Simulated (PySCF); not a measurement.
**Electron correlation in Co³⁺ (cobalt, charge +3)**

Starting occupation: [Ar] 3d6, 3d3/2 with m_j = -3/2, -1/2, +1/2, +3/2, 3d5/2 with m_j = +3/2, +5/2. Calculation: PySCF 2.14, in x2c-TZVPPall-2c (6s7p4d2f1g, 70 functions); X2C-1e with screened-nucleus spin-orbit coupling, Gaussian nucleus. Frozen: [Ne]; 14 electrons correlated.

MP2 pair energies summed by pair of shells (mhartree):

```
 pair   energy  share (%)
3d-3p  -191.93       42.9
3d-3d  -113.78       25.4
3p-3p   -73.10       16.3
3d-3s   -33.50        7.5
3p-3s   -31.43        7.0
3s-3s    -4.12        0.9
```

Total MP2 correlation energy: -447.84 mhartree.

The GHF reference relaxed away from the jj start to a determinant that is no pure jj level (⟨S²⟩ = 6.00, ⟨J²⟩ = 20.01); the energies belong to that determinant.

This basis was not built for core-valence correlation, so the inner-shell part is incomplete.
